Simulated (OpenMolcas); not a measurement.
Cr4+: ligand-field states by method

Cr4+ with 6 ligands (water) in tetragonal octahedral coordination (D2h) at 1.91 Å, the axial distance 2.044 Å. Ligand basis ANO-RCC-VDZP.
```
Cr    0.0000    0.0000    0.0000
O     1.9100    0.0000    0.0000
H     2.4870    0.7797    0.0000
H     2.4870   -0.7797    0.0000
O     0.0000    1.9100    0.0000
H     0.0000    2.4870    0.7797
H     0.0000    2.4870   -0.7797
O    -1.9100    0.0000    0.0000
H    -2.4870    0.7797    0.0000
H    -2.4870   -0.7797    0.0000
O     0.0000   -1.9100    0.0000
H     0.0000   -2.4870    0.7797
H     0.0000   -2.4870   -0.7797
O     0.0000    0.0000    2.0437
H     0.7797    0.0000    2.6207
H    -0.7797    0.0000    2.6207
O     0.0000    0.0000   -2.0437
H     0.7797    0.0000   -2.6207
H    -0.7797    0.0000   -2.6207
```

| Item | Value |
| --- | --- |
| Program | OpenMolcas |
| Basis | ANO-RCC-VTZP [6s5p3d2f1g] |
| Scalar Hamiltonian | DKH2, point nucleus |
| Active space | 2 electrons in 5 orbitals (3d) |
| State averaging | 2S+1 = 3 even, 10 roots; 2S+1 = 1 even, 15 roots |
| Spin-orbit coupling | RASSI with atomic mean-field integrals over the reference wave functions |

I. CASSCF
II. SS-CASPT2, IPEA 0.25 Eh, imaginary shift 0.1 Eh (closed shells correlated: 3s 3p and the ligand valence shells)

Spin-free states in cm-1, each column counted from its own energy of the first state listed:

```csv
State,Degeneracy,I,II
2S+1 = 3,1,0,0
2S+1 = 3,1,74,-160
2S+1 = 3,1,1488,2060
2S+1 = 1,1,14967,9970
2S+1 = 1,1,15159,9440
2S+1 = 1,1,15344,10080
2S+1 = 3,1,15443,19310
2S+1 = 1,1,16609,12220
2S+1 = 3,1,17319,20600
2S+1 = 1,1,17334,12390
2S+1 = 3,1,18700,22730
2S+1 = 3,1,29098,28560
2S+1 = 3,1,30906,31350
2S+1 = 1,1,31721,30160
2S+1 = 1,1,32040,24170
2S+1 = 1,1,32079,29780
2S+1 = 1,1,33016,31820
2S+1 = 3,1,34383,34640
2S+1 = 3,1,36346,43880
2S+1 = 1,1,36346,34460
```

II puts a state of multiplicity 3 lowest, 160 cm-1 below that state.

From I to II, I's first state of another spin (2S+1 = 1) moves from 14967 to 9970 cm-1, by about -5000 cm-1. In II another state of that kind comes below it.

χT at 300 K: I 0.78, II 0.80 cm3 K/mol.

Over all roots computed the reference weight is 0.67 to 0.69 in II; a low but even weight reflects the number of correlated electrons. The least metal-like active orbital is 82 % on the metal (Löwdin) and no ligand orbital is active, so the numbers are rough. Ligand-to-metal charge-transfer states are missing. With no ligand orbital active B as a rule stays too high, so bands that hang on it stand too high and its fall with covalency is understated. Spin-orbit coupling mixes the spin-free states strongly: the lowest level takes only 61 % from its leading state, an unlabelled state of the same spin as most of the rest (figures for I; the like holds for II). Without dynamic correlation the repulsion within the d shell is too large (B by tens of per cent), so at a given field states of lower spin stand too high (holds for I). With metal d orbitals alone the field can be off either way by tens of per cent (holds for I). With one d shell and no ligand orbital active, 10Dq can be off by a tenth or more (holds for II). No measured value stands beside these numbers; the geometry is a model, was not optimised and need not be the one that this ion takes.
